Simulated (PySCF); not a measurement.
Input file for PySCF: R-HF/3-21G on HKO (SMILES [OH][K]), a point of a bond scan (R = 1.053 Å).

```python
from pyscf import gto, scf, dft, mp
from pyscf.data.elements import chemcore

mol = gto.M(
    atom='''
    K    -0.00000000   -0.00000000   -0.74842630
    O     0.00000000    0.00000000    1.47363496
    H     0.00000000    0.00000000    2.52675857
    ''',
    basis='3-21g',
    charge=0, spin=0, verbose=3, max_memory=1800)
mf = scf.RHF(mol)
mf.conv_tol = 1e-8
mf.max_cycle = 100
mf.kernel()
if not mf.converged:
    mf = mf.newton().run(mf.mo_coeff, mf.mo_occ)
```

Output:

```
converged SCF energy = -671.132945322999
```

The run converged.

Cost: about 0.13 core-seconds (a rough figure).
